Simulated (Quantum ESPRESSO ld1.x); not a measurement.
The dysprosium ion Dy+, 65 electrons, occupied as [Kr] 4d10 4f10 5s1.75 5p6 6s1 5d0.25 (fractional occupations, a model configuration). Method: non-relativistic Kohn-Sham, LDA (Slater exchange, Perdew-Wang correlation), spin-polarised, spherical densities, point nucleus; open shells are filled with parallel spins first; relativity is left out, which matters for an element this heavy; computed with ld1.x of Quantum ESPRESSO 7.5. Some entries of the table are withheld. Estimate them.

| orbital | occ. | eigenvalue (eV) | r(max) (bohr) | <r> (bohr) |
|---|---|---|---|---|
| 1s up | 1 | -50163.9 | 0.01525 | 0.02299 |
| 1s down | 1 | -50163.8 | 0.01525 | 0.02299 |
| 2s up | 1 | -8043.65 | 0.08343 | 0.09771 |
| 2s down | 1 | -8043.52 | 0.08343 | 0.09771 |
| 2p up | 3 | -7668.56 | 0.06487 | 0.08279 |
| 2p down | 3 | -7668.47 | 0.06487 | 0.08279 |
| 3s up | 1 | -1784.68 | 0.2317 | 0.2515 |
| 3s down | 1 | -1782.67 | 0.2317 | 0.2514 |
| 3p up | 3 | -1615.69 | 0.2191 | 0.2412 |
| 3p down | 3 | -1613.84 | 0.2191 | 0.2410 |
| 3d up | 5 | -1299.67 | 0.1742 | 0.2134 |
| 3d down | 5 | -1298.30 | 0.1742 | 0.2132 |
| 4s up | 1 | -350.150 | 0.5272 | 0.5668 |
| 4s down | 1 | -346.650 | 0.5272 | 0.5670 |
| 4p up | 3 | -283.283 | 0.5314 | 0.5792 |
| 4p down | 3 | -279.806 | 0.5314 | 0.5795 |
| 4d up | 5 | -163.330 | 0.5359 | 0.6113 |
| 4d down | 5 | -159.902 | 0.5359 | 0.6120 |
| 5s up | 1 | -49.8714 | 1.239 | 1.394 |
| 5s down | 0.75 | -48.1363 | 1.247 | 1.405 |
| 5p up | 3 | -32.1065 | (1) | 1.578 |
| 5p down | 3 | -30.6351 | (2) | 1.594 |
| 4f up | 7 | -15.6553 | 0.5274 | 0.8135 |
| 4f down | 3 | -12.5567 | 0.5292 | 0.8366 |
| 6s up | 1 | -9.0066 | 3.393 | 3.829 |
| 5d up | 0.25 | -8.4690 | 1.933 | 2.598 |
| 6s down | 0 | -8.0219 | 3.429 | 3.929 |
| 5d down | 0 | -7.4509 | 1.961 | 2.641 |

Answer. 
(1) 5p up r(max) (bohr): 1.357
(2) 5p down r(max) (bohr): 1.370
